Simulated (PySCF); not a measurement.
Compound: Sb(SiH3)3.
Structure used (PBE0-D3(BJ)/def2-SVP), in Å, numbered top down from 1:
```xyz
13
H9SbSi3 angstrom
Sb     0.0502   -0.0032    1.5609
Si     2.1146   -0.0137    0.0166
H      1.7269   -0.0108   -1.4279
H      2.9339   -1.2320    0.2986
H      2.9409    1.1993    0.3013
Si    -1.0327    1.8284    0.1051
H     -0.9489    1.5015   -1.3523
H     -0.3314    3.1252    0.3529
H     -2.4702    1.9746    0.4885
Si    -1.0675   -1.8287    0.1234
H     -0.8497   -1.5937   -1.3378
H     -2.5365   -1.8379    0.4009
H     -0.4990   -3.1610    0.4919
```

Method used: TDDFT PBE0/def2-SVPD, vertical, gas phase, core orbitals frozen in the response, def2 core potentials past Kr in PySCF. Spin–orbit coupling is left out.

Ground-to-excited transition dipoles (e·a0, same axes as the geometry; the sign carries no meaning), for the states with f of 0.002 or more among the lowest 9:

```json
{"state": "S1", "E (hartree)": "0.1999", "μx": "-0.464", "μy": "0.342", "μz": "0.024"}
{"state": "S2", "E (hartree)": "0.2003", "μx": "0.355", "μy": "0.469", "μz": "-0.005"}
{"state": "S3", "E (hartree)": "0.2060", "μx": "-0.029", "μy": "0.002", "μz": "-0.739"}
{"state": "S7", "E (hartree)": "0.2301", "μx": "0.173", "μy": "-0.249", "μz": "-0.005"}
{"state": "S8", "E (hartree)": "0.2304", "μx": "-0.271", "μy": "-0.202", "μz": "0.022"}
{"state": "S9", "E (hartree)": "0.2347", "μx": "0.001", "μy": "-0.018", "μz": "-0.284"}
```

Work out the oscillator strengths.

f = (2/3) ΔE |μ|² with ΔE in hartree (27.2114 eV).

```csv
state,|μ|² (au),|μ| (D),f
S1,0.332,1.47,0.044
S2,0.346,1.50,0.046
S3,0.547,1.88,0.075
S7,0.092,0.77,0.014
S8,0.115,0.86,0.018
S9,0.081,0.72,0.013
```

What angle do the transition dipoles of S2 and S9 make?

|cos θ| = |μa·μb| / (|μa| |μb|) = 0.04, so θ ≈ 88° (taken between 0 and 90°, since the signs are arbitrary).

What peak molar absorption coefficient would the strongest computed level give as a lone Gaussian band 0.4 eV wide at half height?

ε(max) = 2.175×10⁸ f / FWHM, with the width in cm⁻¹. S3: 2.175×10⁸ × 0.0752 / 3226 ≈ 5100 L mol⁻¹ cm⁻¹.

S7/S8 coincide within about 0.01 eV; within a degenerate level the directions of the single components are arbitrary.

The vertical ionisation energy (ΔSCF) is 8.77 eV, 2.38 eV above S9.

Hardware: Arm Neoverse V1, one thread, shared host with 32 logical CPUs at a one-minute load of 27. Cost: 2.0 min wall (grids of density and orbitals included), 0.85 GiB resident at most.
